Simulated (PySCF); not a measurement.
# Electron correlation in O²⁺ (oxygen, charge +2)

[He] 2s2 2p2, high-spin 3P determinant. Computed with PySCF 2.14 in def2-TZVP (5s3p2d1f, 31 functions), with no relativity, point nucleus. Frozen: 1s2; 4 electrons correlated.

MP2 pair energies summed by pair of shells (mhartree):

| pair | energy | share (%) |
| --- | --- | --- |
| 2s-2p | -44.51 | 60.7 |
| 2s-2s | -21.52 | 29.3 |
| 2p-2p | -7.36 | 10.0 |

Total MP2 correlation energy: -73.39 mhartree.

Same-spin part -12.47 and opposite-spin part -60.92 mhartree; SCS-MP2 scales them by 1/3 and 6/5 to -77.26 mhartree.

```csv
level,correlation energy (mhartree)
CCSD,-95.21
(T),-1.29
CCSD(T),-96.50
```

Diagnostics: T1 = 0.0046, D1 = 0.0096, largest double amplitude 0.123.

Cost of the coupled-cluster step: 0.32 s of wall time on 1 thread of Neoverse-V1 (shared host), for 4 correlated electrons.
